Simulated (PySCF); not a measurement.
Mg(OH)(NH2) (H3MgNO), SMILES [NH2][Mg][OH].

Coordinates come from a TPSSh-D3(BJ)/def2-TZVP optimisation. One conformer was computed; it need not be the lowest.

All values below come from TDDFT-LC-ωPBE/def2-SVPD (PySCF).

Vertical excitations. Gas-phase values at a fixed geometry. State labels are in the subgroup Cs.

```
state  symmetry  energy (eV)  λ (nm)      f                                                                      main pairs
-----  --------  -----------  ------  -----  ------------------------------------------------------------------------------
S1           A'         4.88     254  0.068                                                                  HOMO→LUMO 86 %
S2           A"         6.15     202  0.000                                              HOMO→LUMO+1 68 %, HOMO→LUMO+4 29 %
S3           A"         6.32     196  0.069                                                                HOMO−1→LUMO 80 %
S4           A'         6.46     192  0.092                                                                HOMO−2→LUMO 76 %
S5           A'         6.76     183  0.004                                              HOMO→LUMO+2 48 %, HOMO→LUMO+3 24 %
S6           A'         6.95     178  0.033                                              HOMO→LUMO+3 51 %, HOMO→LUMO+2 30 %
S7           A"         7.79     159  0.000                            HOMO→LUMO+4 52 %, HOMO→LUMO+1 21 %, HOMO→LUMO+9 16 %
S8           A"         7.92     156  0.001                                          HOMO−2→LUMO+1 71 %, HOMO−2→LUMO+4 23 %
S9           A'         7.97     155  0.005                      HOMO−1→LUMO+1 55 %, HOMO−1→LUMO+4 16 %, HOMO−2→LUMO+2 10 %
S10          A"         8.08     153  0.000  HOMO−1→LUMO+2 59 %, HOMO−1→LUMO+6 12 %, HOMO−1→LUMO+3 12 %, HOMO−1→LUMO+5 11 %
T1           A'         4.46     278      0                                                                  HOMO→LUMO 81 %
T2           A"         5.93     209      0                                                                HOMO−1→LUMO 75 %
T3           A'         6.03     206      0                                                                HOMO−2→LUMO 70 %
T4           A"         6.10     203      0                                              HOMO→LUMO+1 67 %, HOMO→LUMO+4 30 %
```
Triplets are in the Tamm–Dancoff approximation, which puts them higher than full response would, so one can lie above its singlet here.
